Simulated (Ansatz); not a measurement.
The same ligand exchange along the group B, Al, Ga, In.

Program: Ansatz. Geometries: PBE0-D4/def2-TZVP. ΔE: electronic, gas phase. CBS: MP2 limit from def2 TZ/QZ plus the TZ coupled-cluster correction, frozen cores. This one scheme is used for every species. Functionals use def2-TZVPP. B3LYP here is the variant with VWN-RPA as its local correlation; programs differ in this. def2 core potentials past Kr. For Ga, In outer-core shells are correlated without core-valence functions, which leaves a few kJ/mol of doubt a bond. Scalar relativity is left out up to krypton.

```json
{"reaction": "`B[SiH2]F` + CH₃NH₂ → `BNC` + `F[SiH3]`", "CCSD(T)/CBS(def2) (kJ/mol)": "-183"}
{"reaction": "`F[SiH2][AlH2]` + CH₃NH₂ → `C[NH][AlH2]` + `F[SiH3]`", "CCSD(T)/CBS(def2) (kJ/mol)": "?"}
{"reaction": "`F[SiH2][GaH2]` + CH₃NH₂ → `C[NH][GaH2]` + `F[SiH3]`", "CCSD(T)/CBS(def2) (kJ/mol)": "-56"}
{"reaction": "`F[SiH2][InH2]` + CH₃NH₂ → `C[NH][InH2]` + `F[SiH3]`", "CCSD(T)/CBS(def2) (kJ/mol)": "-11"}
```

Fill in the missing values. (Estimate.)

Ansatz gave: `F[SiH2][AlH2]` + CH₃NH₂ → `C[NH][AlH2]` + `F[SiH3]`: -110.4 kJ/mol.

Largest T1 diagnostic: 0.016, for `C[NH][InH2]`.
